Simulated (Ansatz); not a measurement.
Species: CH5O3Si, net charge 0, doublet state. It need not be the lowest isomer of its formula. 
Structure (B3LYP-D3(BJ)/def2-TZVP (Ansatz, a program for electronic structure) minimum search):
```xyz
10

C      1.7613     0.3270     0.1913
Si    -0.0524    -0.0312    -0.0013
O     -0.0489    -1.4561    -0.8624
O     -0.9405     1.0777    -0.8326
O     -0.7158    -0.1054     1.4900
H      1.8562     1.2903     0.6995
H      2.2685     0.3843    -0.7712
H      2.2488    -0.4333     0.8015
H     -0.9082     1.0401    -1.7922
H     -1.6577     0.0639     1.5740
```
Charge 0, spin multiplicity 2.

Basis-set convergence of Hartree-Fock and CCSD correlation energies (hartree) with Ansatz. Correlated levels leave the core frozen unless marked. Open shells are spin-unrestricted. No spin-orbit coupling. No relativistic terms.

```
basis        functions       E(HF)  E(corr, CCSD)
-----------  ---------  ----------  -------------
cc-pV(D+d)Z        104  -554.42943       -0.79175
cc-pV(T+d)Z        229  -554.55114       -0.99352
cc-pV(Q+d)Z        434  -554.57701       -1.06157
```

Extrapolating the two largest sets (X = 3 and 4) as X^-3: E(corr) = (64·(-1.06157) - 27·(-0.99352))/37 = -1.1112 Eh, an estimate of the basis-set limit. The largest set recovers 95.5 % of it, the smallest 71.2 %.
